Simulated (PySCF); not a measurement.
A geometry optimisation, step by step.

Species: 6-methylquinoxaline, C9H8N2.
Bonds: C1–C2, C2–C3 (aromatic), C3–C4 (aromatic), C4–C5 (aromatic), C5–N6 (aromatic), N6–C7 (aromatic), C7–C8 (aromatic), C8–N9 (aromatic), N9–C10 (aromatic), C10–C11 (aromatic), C2–C11 (aromatic), C5–C10 (aromatic). Hydrogens: H12, H13, H14 on C1; H15 on C3; H16 on C4; H17 on C7; H18 on C8; H19 on C11.

Computed by this run: PBE0-D3(BJ)/def2-SVP geometry optimisation, gas phase (PySCF); density fitting, grid level 2; the optimiser is geomeTRIC in internal coordinates, started from a GFN2-xTB structure. The frame can shift and turn from step to step; on so coarse a grid that alone can change the energy by a few meV, and forces under 0.02 eV/Å are noise.

Step 0: E = -12420.3124 eV, largest atomic force 0.542 eV/Å
```
atom  x, y, z in Å  |  force x, y, z in eV/Å
C1     -3.114   -0.269   -0.129    0.447   0.048   0.021
C2     -1.649    0.028   -0.046   -0.440  -0.129  -0.029
C3     -1.231    1.360    0.173    0.072  -0.015  -0.006
C4      0.090    1.691    0.262   -0.005  -0.086  -0.013
C5      1.073    0.689    0.136    0.120  -0.091  -0.010
N6      2.381    1.005    0.235    0.024   0.301   0.052
C7      3.241    0.030    0.110   -0.181   0.153   0.012
C8      2.837   -1.300   -0.125   -0.239  -0.013  -0.006
N9      1.580   -1.639   -0.224   -0.155  -0.263  -0.041
C10     0.665   -0.656   -0.092    0.157   0.003   0.004
C11    -0.708   -0.960   -0.178    0.076   0.146   0.023
H12    -3.563    0.278   -0.957   -0.242   0.180  -0.306
H13    -3.289   -1.331   -0.276   -0.140  -0.388  -0.063
H14    -3.615    0.046    0.785   -0.258   0.100   0.328
H15    -1.987    2.126    0.271   -0.303   0.354   0.049
H16     0.415    2.706    0.430    0.173   0.436   0.079
H17     4.287    0.291    0.197    0.540   0.011   0.014
H18     3.564   -2.096   -0.232    0.449  -0.302  -0.033
H19    -0.987   -1.989   -0.348   -0.095  -0.445  -0.073
```

Step 1: E = -12420.3571 eV, largest atomic force 0.102 eV/Å
```
atom  x, y, z in Å  |  force x, y, z in eV/Å
C1     -3.151   -0.354   -0.136   -0.091  -0.007  -0.001
C2     -1.688   -0.051   -0.045    0.071   0.019   0.002
C3     -1.260    1.289    0.180   -0.079   0.043   0.007
C4      0.068    1.617    0.272    0.050   0.066   0.011
C5      1.060    0.613    0.142   -0.016   0.002  -0.003
N6      2.371    0.939    0.234    0.007   0.007   0.000
C7      3.230   -0.041    0.105    0.052  -0.010   0.007
C8      2.822   -1.383   -0.120    0.057  -0.027  -0.006
N9      1.563   -1.728   -0.214   -0.003  -0.008  -0.002
C10     0.649   -0.735   -0.085    0.004   0.009   0.007
C11    -0.732   -1.036   -0.173   -0.030  -0.096  -0.014
H12    -3.617    0.196   -0.971    0.011  -0.016   0.021
H13    -3.335   -1.427   -0.289    0.006   0.023   0.001
H14    -3.676   -0.044    0.783    0.009  -0.011  -0.024
H15    -2.019    2.071    0.282    0.028  -0.021  -0.002
H16     0.402    2.643    0.445   -0.012  -0.036  -0.006
H17     4.298    0.200    0.177   -0.043   0.002  -0.004
H18     3.578   -2.172   -0.222   -0.038   0.023   0.002
H19    -1.007   -2.080   -0.347    0.015   0.038   0.006
```

Step 2: E = -12420.3575 eV, largest atomic force under 0.02 eV/Å
```
atom  x, y, z in Å  |  force x, y, z in eV/Å
C1     -3.152   -0.353   -0.136   -0.014  -0.007  -0.001
C2     -1.687   -0.052   -0.044    0.001   0.013   0.003
C3     -1.260    1.289    0.181    0.001  -0.010  -0.003
C4      0.069    1.618    0.273    0.003  -0.004  -0.001
C5      1.060    0.613    0.143   -0.003   0.003   0.002
N6      2.371    0.938    0.233   -0.001  -0.004  -0.001
C7      3.230   -0.041    0.104    0.009  -0.007  -0.003
C8      2.823   -1.383   -0.121   -0.001   0.014   0.003
N9      1.564   -1.728   -0.213   -0.006  -0.005  -0.002
C10     0.648   -0.736   -0.083    0.014  -0.004   0.000
C11    -0.732   -1.039   -0.172   -0.008   0.014   0.003
H12    -3.616    0.197   -0.971    0.004   0.000   0.000
H13    -3.336   -1.425   -0.291    0.002  -0.001  -0.001
H14    -3.678   -0.045    0.781    0.003  -0.002   0.000
H15    -2.019    2.071    0.283    0.001  -0.003   0.000
H16     0.403    2.643    0.445    0.000  -0.001   0.000
H17     4.298    0.202    0.174   -0.001   0.004   0.001
H18     3.578   -2.172   -0.224   -0.004  -0.002   0.000
H19    -1.007   -2.082   -0.345    0.001   0.003   0.000
```

Question: Summarise the path.

Answer: The energy falls by 0.0451 eV from step 0 to step 2; nine tenths of that is first reached at step 1. It falls at every step. The largest force goes from 0.542 to under 0.02 eV/Å. Among the bonds C8–H18 changes most (a near tie, within 0.001 Å, with another), from 1.082 to 1.097 Å; the atoms move by 0.024 Å rms after alignment.

Question: Follow the three bonds and two angles with the largest change from start to end.

Answer: 
```
step  E above end (eV)  largest force (eV/Å)  C8–H18 (Å)  C7–H17 (Å)  C4–H16 (Å)  C7–C8–H18 (°)  C8–C7–H17 (°)
   0            0.0451                 0.542       1.082       1.082       1.079          121.2          121.2
   1            0.0004                 0.102       1.098       1.098       1.093          119.7          119.8
   2            0.0000            under 0.02       1.097       1.097       1.092          119.9          119.9
```

The cost below is that of the whole optimisation. Hardware: one thread of an Intel Xeon Platinum 8259CL at 2.50 GHz, no GPU (shared host). Cost: 78 s wall, 0.90 GiB resident at most.
